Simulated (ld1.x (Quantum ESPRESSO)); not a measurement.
# Configuration tests for silicon (Si) (TM)

| Quantity | Value |
| --- | --- |
| Element | silicon (Si) |
| Generator | ld1.x (Quantum ESPRESSO) 7.5 |
| Type | norm-conserving Troullier–Martins (Kleinman–Bylander form) |
| Functional | LDA (PZ) |
| Relativity | scalar-relativistic |
| Frozen core | [Ne] |
| Valence charge | 4 |
| Reference configuration | 3s2 3p2 |
| Partial waves | 3s (bound): rc 1.65 bohr; 3p (bound): rc 1.45 bohr |
| Local potential | all-electron potential smoothed inside 1.10 bohr (lloc = -1) |
| Core correction | Bessel-smoothed model core, default radius (core density twice the valence density) |

Energies are relative to the spin-unpolarised reference configuration 3s2 3p2; without spin polarisation the order of configurations can differ from experiment. Spin-polarised rows fill each open shell by Hund’s rule, majority spin first.

```tsv
valence configuration	charge	ΔE all-electron (eV)	error AE − PS (meV)
3s2 3p1	+1	7.829	+5.9
3s2 3p0	+2	23.943	+42
3s1 3p0	+3	58.088	+143
3s1 3p2	+1	15.242	+14
3s2 3p2.3	-0.3	-0.957	+0.2
3s0 3p4	0	13.779	+9.1
3s2 3p1.5	+0.5	2.965	+1.0
3s2 3p2 (spin-polarised)	0	-0.611	+1.6
```

Question: What are ΔE and the potential's error for 3s2 3p1 (spin-polarised)?

Answer: ΔE = 7.624 eV all-electron; the error (AE − PS) is +6.1 meV.

Levels in the configuration 3s2 3p2 (spin-polarised):

```
  level  all-electron (eV)  pseudo (eV)
  3s up            -11.352      -11.358
  3p up             -4.593       -4.595
3s down             -9.958       -9.954
```
